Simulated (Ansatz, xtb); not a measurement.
## Two isomers of C4H7NO2

We compare a, `CCNC(=O)C=O`, a singlet, with b, `CCC(=O)C(N)=O`, a singlet. Both are isolated molecules in the gas phase, relaxed with B3LYP/def2-SVP; the shapes shown needn't be the lowest conformers.

a (Å):

```xyz
14

C    -1.9485    0.6410    1.0740
C    -2.1704    0.2438   -0.3854
C    -0.6026   -1.2829   -1.5445
C    -0.2366   -2.7677   -1.6771
N    -1.6422   -1.0705   -0.7051
O     0.0234   -0.4411   -2.1670
O    -0.8071   -3.6501   -1.0870
H    -2.3792    1.6358    1.2697
H    -0.8747    0.6776    1.3146
H    -2.4291   -0.0729    1.7634
H    -3.2483    0.2693   -0.6256
H    -1.6678    0.9508   -1.0614
H    -2.0316   -1.9007   -0.2647
H     0.6156   -2.9419   -2.3780
```

b (Å):

```xyz
14

C    -0.0862   -1.1162    0.7393
C    -1.2231   -1.2087   -0.2700
C    -1.3724    0.0181   -1.1312
C    -2.5206   -0.0257   -2.1748
N    -2.5900    1.1078   -2.9076
O    -0.6658    1.0007   -1.0518
O    -3.2497   -0.9953   -2.2825
H    -0.0218   -2.0358    1.3398
H    -0.2308   -0.2665    1.4239
H     0.8808   -0.9645    0.2359
H    -2.2013   -1.3871    0.2120
H    -1.1120   -2.0711   -0.9520
H    -1.9245    1.8502   -2.7239
H    -3.2977    1.2039   -3.6246
```

Q: Estimate which is lower in electronic energy at CCSD(T)/def2-SVP + ΔMP2/def2-TZVPP, and by roughly how much.

A: The CCSD(T)/def2-SVP + ΔMP2/def2-TZVPP calculation puts structure b lower, by 47.4 kJ/mol.

How the difference moves with the method:

| level | geometry | E(b) − E(a) (kJ/mol) | departure from the last row (kJ/mol) | job, with rough time for the two |
| --- | --- | --- | --- | --- |
| GFN2-xTB | GFN2-xTB | −24.0 | +23.4 | optimisation, 0.16 s |
| HF/STO-3G | GFN2-xTB | −20.9 | +26.5 | single point, 0.36 s |
| r2SCAN-D4/def2-SVP | GFN2-xTB | −53.4 | −6.0 | single point, 3.4 s |
| B3LYP/def2-SVP | B3LYP/def2-SVP | −45.0 | +2.3 | optimisation, 40 s |
| HF/def2-SVP | B3LYP/def2-SVP | −46.7 | +0.6 | part of the CCSD(T) run |
| MP2/def2-SVP | B3LYP/def2-SVP | −47.6 | −0.2 | part of the CCSD(T) run |
| CCSD(T)/def2-SVP | B3LYP/def2-SVP | −44.4 | +3.0 | single point |
| CCSD(T)/def2-SVP + ΔMP2/def2-TZVPP | B3LYP/def2-SVP | −47.4 |  | single point, 65 s |

As drawn, b has 1 C–C, 1 N–H in place of 1 C–N, 1 C–H.

The levels shown agree on the order. The largest departure from CCSD(T)/def2-SVP + ΔMP2/def2-TZVPP is that of HF/STO-3G, 26.5 kJ/mol. The last row adds to CCSD(T) the change of the MP2 difference between the two basis sets, here −3.0 kJ/mol.

With thermal terms from frequencies at re-optimised GFN2-xTB minima (ideal gas, soft modes damped towards free rotors, one conformer each, 298.15 K, 1 atm): the zero-point term adds −0.6 kJ/mol; ΔH is −47.5 and ΔG −47.6 kJ/mol.

The correlated steps freeze 7 core orbitals. Run with Ansatz 0.2.0, xtb 6.7.1; the last row on 4 threads of Arm Neoverse V1 on a shared host.
